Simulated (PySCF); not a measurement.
**[Mo(F)6] (charge 0, multiplicity 1)**

Computed with TPSSh-D3(BJ)/def2-TZVP // TPSS-D3(BJ)/def2-SVP (PySCF).

HOMO: -11.66 eV
dipole moment: 0.00 D
HOMO–LUMO gap: 5.46 eV
LUMO: -6.21 eV
charge on the central atom (Mulliken): 2.05 e
total energy: -18169.92 eV
cost: around 7 core-minutes (rough)

```xyz
7

Mo    -0.0004    -0.0008    -0.0003
F     -1.5599     0.9005    -0.3741
F      0.5314     0.1866    -1.7514
F     -0.8223    -1.5925    -0.4173
F      1.5592    -0.9021     0.3734
F      0.8216     1.5908     0.4170
F     -0.5322    -0.1881     1.7509
```
